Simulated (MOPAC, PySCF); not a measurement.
H₃AlS₂, SMILES `[SH][AlH][SH]` (H–S–Al–S torsion 0°, S–Al–S–H torsion 0°), neutral singlet in the gas phase. 

Z-matrix (Å, degrees):
```
Al
H 1 1.5718
S 1 2.1838 2 118.76
H 3 1.3445 1 94.60 2 179.85
S 1 2.1838 2 118.77 3 -180.00
H 5 1.3445 1 94.60 2 179.84
```
Charge 0, spin multiplicity 1.

All levels are single points at this geometry (r2SCAN-D4/def2-TZVP); Pople sets use spherical d functions. Orbital energies aren't observables, and empty levels follow the basis.

| level | HOMO (eV) | LUMO (eV) | gap (eV) | dipole (D) | vertical IE, Delta-SCF (eV) |
|---|---|---|---|---|---|
| PBE-D3(BJ)/def2-TZVP in PySCF | -6.51 | -1.78 | 4.73 | 0.97 | – |
| r2SCAN-D4/def2-TZVP in PySCF | -6.81 | -1.48 | 5.33 | 1.00 | – |
| M06-2X/6-31G* in PySCF | -8.81 | -0.45 | 8.36 | 0.94 | – |
| PBE/6-31G* in PySCF | -6.49 | -1.78 | 4.71 | 1.20 | 9.42 |
| HF/6-31G* in PySCF | -10.47 | 1.62 | 12.09 | 0.80 | – |
| PM6 in MOPAC | -9.61 | 0.36 | 9.98 | 0.61 | – |
